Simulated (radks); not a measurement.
Results of a calculation; reference values are marked as such.
All-electron atom: I III in [Kr] 4d10 5s2 5p3 (the NIST ground configuration). Level of theory: scalar-relativistic Kohn-Sham, exchange-only LDA, spin-polarised, spherical densities, finite nucleus; open shells are filled with parallel spins first (spin-orbit coupling, left out, can overturn this in heavy ions); Fermi nuclear charge, rms radius 4.75 fm (a radial shooting solver on a logarithmic mesh with Libxc functionals). Some entries of the table are withheld. Estimate them.

orbital,occ.,eigenvalue (eV),r(max) (bohr)
1s up,1,-32963.29,0.01756
1s down,1,-32963.16,0.01756
2s up,1,-5109.344,0.09922
2s down,1,-5109.282,0.09922
2p up,3,-4590.528,0.07950
2p down,3,-4590.431,0.07950
3s up,1,-1045.435,0.2860
3s down,1,-1045.321,0.2860
3p up,3,-877.2613,0.2797
3p down,3,-877.1377,0.2797
3d up,5,-624.5480,0.2316
3d down,5,-624.4335,0.2316
4s up,1,-198.7279,0.6802
4s down,1,-198.4669,0.6803
4p up,3,-145.9392,(1)
4p down,3,-145.6357,(2)
4d up,5,-69.0108,(3)
4d down,5,-68.4787,(4)
5s up,1,-36.0072,1.679
5s down,1,-33.1044,1.654
5p up,3,(5),1.939
5p down,0,(6),1.916

Answer. 
(1) 4p up r(max) (bohr): 0.7147
(2) 4p down r(max) (bohr): 0.7147
(3) 4d up r(max) (bohr): 0.7785
(4) 4d down r(max) (bohr): 0.7777
(5) 5p up eigenvalue (eV): -24.5748
(6) 5p down eigenvalue (eV): -21.4461
